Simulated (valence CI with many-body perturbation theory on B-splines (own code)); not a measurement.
Pr¹⁹⁺: M1 decay

Calculated by valence CI with perturbative core correlation (CI+MBPT): four valence electrons over a frozen Dirac-Fock core [Kr], radial functions for each j: 7 s, 7 p, 8 d, 6 f, 4 g, 1 h, with the one-electron correlation potential Σ1 (screened to all orders), the two-electron term Σ2, the three-electron term Σ3, Breit, model QED; selected single and double excitations, second order for the rest, scaled by the run's own slope (own B-spline code, finite nucleus).

No measured levels were compared; by estimate terms of the open shell hold to 2 to 4 % of their energy, and close levels can change places. The list stops below the first excitations out of the core.

Lines 1 to 50 of 120 in falling wavelength, among levels below 78.904 eV, chosen from the decays that carry over 1 % of a level's rate. Wavelengths and rates use the calculated energies, so an error of 2000 cm⁻¹ moves a line at 7769 Å by 16 % and its rate by three times that or more. Weak lines are less certain than strong ones. Lines between different terms over intervals too small for the method are left out, as are lines whose strength nearly cancels. Intervals below about 2000 cm⁻¹, as at the head of this list, are uncertain by tens of per cent. Branching is blank where the lifetime is uncertain.

Levels are named by their leading jj configuration (3d3/2^4 stands for four electrons in 3d with j = 3/2), which in mixed levels can hold well under half, so a name can repeat and another be missing. Letters in brackets count levels of one name in rising energy.

```
λ vac (Å)                      Upper                      Lower  Type   A (s⁻¹)  Branch %
    46740        (4d3/2^3 4d5/2) J=4        (4d3/2^3 4d5/2) J=3    M1  1.52e-01     100.0
    15990      (4d3/2^2 4d5/2^2) J=6      (4d3/2^2 4d5/2^2) J=5    M1  2.60e+00      99.2
    11360        (4d3/2^3 4d5/2) J=3  (4d3/2^2 4d5/2^2) J=2 [a]    M1  2.45e+01     100.0
     7769  (4d3/2^2 4d5/2^2) J=2 [c]      (4d3/2^2 4d5/2^2) J=1    M1  2.20e+01       9.6
     7382  (4d3/2^2 4d5/2^2) J=4 [b]      (4d3/2^2 4d5/2^2) J=5    M1  2.20e+00       1.1
     7379  (4d3/2^2 4d5/2^2) J=2 [e]    (4d3/2 4d5/2^3) J=1 [a]    M1  1.85e+01       1.3
     7165  (4d3/2^2 4d5/2^2) J=2 [a]        (4d3/2^3 4d5/2) J=1    M1  1.17e+02     100.0
     6985      (4d3/2^2 4d5/2^2) J=5  (4d3/2^2 4d5/2^2) J=4 [a]    M1  4.11e+01      14.8
     5146  (4d3/2^2 4d5/2^2) J=4 [b]  (4d3/2^2 4d5/2^2) J=3 [a]    M1  9.68e+01      48.0
     5083  (4d3/2^2 4d5/2^2) J=2 [c]  (4d3/2^2 4d5/2^2) J=2 [b]    M1  4.75e+01      20.7
     5074    (4d3/2 4d5/2^3) J=3 [a]  (4d3/2^2 4d5/2^2) J=4 [b]    M1  2.84e+01       1.3
     5055  (4d3/2^2 4d5/2^2) J=4 [c]    (4d3/2 4d5/2^3) J=3 [a]    M1  1.07e+01       1.2
     5022        (4d3/2^3 4d5/2) J=1              (4d3/2^4) J=0    M1  2.81e+02     100.0
     4981    (4d3/2 4d5/2^3) J=3 [c]  (4d3/2^2 4d5/2^2) J=2 [f]    M1  7.35e+01          
     4928      (4d3/2^2 4d5/2^2) J=1  (4d3/2^2 4d5/2^2) J=0 [a]    M1  1.30e+02       8.5
     4761  (4d3/2^2 4d5/2^2) J=2 [d]  (4d3/2^2 4d5/2^2) J=2 [c]    M1  2.78e+01       1.3
     4666    (4d3/2 4d5/2^3) J=1 [b]  (4d3/2^2 4d5/2^2) J=2 [f]    M1  8.27e+01       3.3
     4621  (4d3/2^2 4d5/2^2) J=4 [a]        (4d3/2^3 4d5/2) J=4    M1  3.14e+02      79.0
     4579  (4d3/2^2 4d5/2^2) J=2 [c]  (4d3/2^2 4d5/2^2) J=3 [a]    M1  3.09e+00       1.3
     4259  (4d3/2^2 4d5/2^2) J=2 [e]    (4d3/2 4d5/2^3) J=3 [a]    M1  1.87e+01       1.4
     4221  (4d3/2^2 4d5/2^2) J=3 [b]  (4d3/2^2 4d5/2^2) J=3 [a]    M1  8.98e+00       1.4
     4205  (4d3/2^2 4d5/2^2) J=4 [a]        (4d3/2^3 4d5/2) J=3    M1  8.32e+01      20.9
     4125    (4d3/2 4d5/2^3) J=4 [a]      (4d3/2^2 4d5/2^2) J=5    M1  7.34e+01       4.3
     3708        (4d3/2 4d5/2^3) J=5  (4d3/2^2 4d5/2^2) J=4 [b]    M1  2.97e+02      32.7
     3687    (4d3/2 4d5/2^3) J=3 [b]  (4d3/2^2 4d5/2^2) J=2 [d]    M1  2.25e+01       1.4
     3672    (4d3/2 4d5/2^3) J=1 [a]  (4d3/2^2 4d5/2^2) J=2 [c]    M1  1.58e+02       5.2
     3589  (4d3/2^2 4d5/2^2) J=4 [b]  (4d3/2^2 4d5/2^2) J=4 [a]    M1  6.68e+01      33.1
     3473  (4d3/2^2 4d5/2^2) J=4 [c]    (4d3/2 4d5/2^3) J=4 [a]    M1  1.15e+02      12.4
     3325  (4d3/2^2 4d5/2^2) J=3 [a]        (4d3/2^3 4d5/2) J=4    M1  2.07e+01       2.9
     3319    (4d3/2 4d5/2^3) J=4 [a]  (4d3/2^2 4d5/2^2) J=3 [a]    M1  7.59e+01       4.5
     3244    (4d3/2 4d5/2^3) J=3 [b]    (4d3/2 4d5/2^3) J=3 [a]    M1  1.21e+02       7.3
     3165  (4d3/2^2 4d5/2^2) J=2 [f]  (4d3/2^2 4d5/2^2) J=2 [d]    M1  2.78e+02      16.8
     3136    (4d3/2 4d5/2^3) J=3 [c]  (4d3/2^2 4d5/2^2) J=2 [e]    M1  5.45e+01          
     3104  (4d3/2^2 4d5/2^2) J=3 [a]        (4d3/2^3 4d5/2) J=3    M1  3.92e+02      54.9
     3008    (4d3/2 4d5/2^3) J=1 [b]  (4d3/2^2 4d5/2^2) J=2 [e]    M1  3.63e+02      14.5
     2952  (4d3/2^2 4d5/2^2) J=2 [d]      (4d3/2^2 4d5/2^2) J=1    M1  8.59e+01       4.0
     2922              (4d5/2^4) J=4  (4d3/2^2 4d5/2^2) J=4 [c]    M1  6.53e+01       1.6
     2918        (4d3/2 4d5/2^3) J=5      (4d3/2^2 4d5/2^2) J=6    M1  1.87e+02      20.6
     2838  (4d3/2^2 4d5/2^2) J=4 [c]  (4d3/2^2 4d5/2^2) J=3 [b]    M1  8.90e+01       9.6
     2810    (4d3/2 4d5/2^3) J=3 [c]  (4d3/2^2 4d5/2^2) J=4 [c]    M1  3.69e+02          
     2781      (4d3/2^2 4d5/2^2) J=5        (4d3/2^3 4d5/2) J=4    M1  2.36e+02      85.2
     2704    (4d3/2 4d5/2^3) J=3 [a]  (4d3/2^2 4d5/2^2) J=2 [b]    M1  7.35e+02      33.5
     2600        (4d3/2 4d5/2^3) J=6      (4d3/2^2 4d5/2^2) J=6    M1  4.11e+02      44.1
     2593    (4d3/2 4d5/2^3) J=4 [a]  (4d3/2^2 4d5/2^2) J=4 [a]    M1  1.09e+03      64.5
     2569  (4d3/2^2 4d5/2^2) J=2 [e]  (4d3/2^2 4d5/2^2) J=3 [b]    M1  3.81e+02      27.7
     2555    (4d3/2 4d5/2^3) J=3 [a]  (4d3/2^2 4d5/2^2) J=3 [a]    M1  7.02e+02      31.9
     2494    (4d3/2 4d5/2^3) J=1 [a]      (4d3/2^2 4d5/2^2) J=1    M1  5.44e+02      18.0
     2468        (4d3/2 4d5/2^3) J=5      (4d3/2^2 4d5/2^2) J=5    M1  2.96e+02      32.6
     2458  (4d3/2^2 4d5/2^2) J=2 [d]  (4d3/2^2 4d5/2^2) J=2 [b]    M1  1.95e+02       9.0
     2452  (4d3/2^2 4d5/2^2) J=2 [e]  (4d3/2^2 4d5/2^2) J=2 [c]    M1  3.10e+02      22.6
```
